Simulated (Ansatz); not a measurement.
Consider the redistribution: `C#[C][AlH][CH2]C` + `CBS` → `C#[C][AlH][CH3]` + `CCBS`.

Calculated with Ansatz (gas phase, PBE0-D4/def2-TZVP geometries, no zero-point term in ΔE). CCSD(T)/CBS is the MP2 limit (def2-TZVPP, def2-QZVPP) plus CCSD(T) − MP2 in def2-TZVPP, frozen cores. This one scheme is used for every species. DFT in def2-TZVPP. B3LYP here is the variant with VWN-RPA as its local correlation; programs differ in this. One conformer a species, not always the lowest.

```tsv
level	ΔE (kJ/mol)	difference from CCSD(T)/CBS
PBE-D4	-5.7	1.5
r2SCAN-D4	-6.5	0.7
PBE0-D4	-5.9	1.3
B3LYP-D4	-5.8	1.4
ωB97X-V	-6.3	0.9
ωB97M-V	-6.4	0.8
B2PLYP	-6.9	0.3
PBE	-6.3	0.9
r2SCAN	-6.6	0.6
PBE0	-6.5	0.7
B3LYP	-6.7	0.5
HF/def2-TZVPP	-7.3	-0.1
MP2/def2-TZVPP	-6.9	0.3
SCS-MP2/def2-TZVPP	-6.8	0.4
CCSD/def2-TZVPP	-7.3	-0.1
CCSD(T)/def2-TZVPP	-7.3	-0.1
HF/def2-QZVPP	-7.4	-0.2
MP2/def2-QZVPP	-6.9	0.3
SCS-MP2/def2-QZVPP	-6.8	0.4
HF/CBS(def2)	-7.4	-0.2
MP2/CBS(def2)	-6.8	0.4
CCSD/CBS(def2)	-7.2	0.0
CCSD(T)/CBS	-7.2	0
```

Largest T1 diagnostic among the species: 0.013.
